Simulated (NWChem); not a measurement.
## Correlation energy of FNa

```
Na
F 1 1.8883
```
Charge 0, spin multiplicity 1.

All runs are NWChem calculations. The geometry was optimised at PBE0/def2-SVP, a minimum by its harmonic frequencies.

Basis set: cc-pVDZ. Each correlation energy counts from its own Hartree-Fock reference.

```
method        correlation energy (mHa)  difference from CCSD(T)
------------  ------------------------  -----------------------
CCSD(T)                         -209.3                      0.0
CCSD+T(CCSD)                    -210.3                     -1.0
CCSDT                           -209.5                     -0.2
SCS-MP2                         -198.2                    +11.2
MP2                             -206.4                     +2.9
CR-CCSD[T]                      -209.9                     -0.5
CR-CCSD(T)                      -209.0                     +0.3
CCSD                            -206.8                     +2.6
```

The values span 12.2 mHa, from CCSD+T(CCSD) (lowest) to SCS-MP2 (highest). 

The correlated methods keep 2 core orbitals frozen. The structure started from a generated list of species. Coupled-cluster values serve here as a point of comparison, not as the truth.
